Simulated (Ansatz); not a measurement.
Start from `[CH3][GeH2][S]S` and change one atom or group to get `S[S][GeH3]`.

Ansatz, PBE0-D4/def2-TZVP geometries, multiplicity 1. Each molecule was computed in one conformer, which needn't be the lowest.

Scalar relativity is left out up to krypton.

```tsv
property	`[CH3][GeH2][S]S`
HOMO–LUMO gap (PBE/def2-TZVPP) / eV	3.99
LUMO energy (ωB97M-V/def2-TZVPP) / eV	1.17
HOMO energy (PBE0/def2-TZVPP) / eV	-7.03
HOMO energy (ωB97M-V/def2-TZVPP) / eV	-9.14
size of the dipole moment (PBE/def2-TZVPP) / D	2.12
HOMO–LUMO gap (PBE0/def2-TZVPP) / eV	6.14
```

Give the same properties after the change, and the shifts. (Best estimate.)

Computed: 
| property | `S[S][GeH3]` | shift |
| --- | --- | --- |
| HOMO–LUMO gap (PBE/def2-TZVPP) / eV | 3.99 | 0.00 |
| LUMO energy (ωB97M-V/def2-TZVPP) / eV | 1.06 | -0.11 |
| HOMO energy (PBE0/def2-TZVPP) / eV | -7.16 | -0.13 |
| HOMO energy (ωB97M-V/def2-TZVPP) / eV | -9.27 | -0.13 |
| size of the dipole moment (PBE/def2-TZVPP) / D | 1.38 | -0.74 |
| HOMO–LUMO gap (PBE0/def2-TZVPP) / eV | 6.15 | 0.01 |

The zero-point energy changes by -76.8 kJ/mol with -9 modes. Dipoles are sizes alone; their direction can turn.

Positive LUMOs are unbound, so they and the gaps depend on the basis.
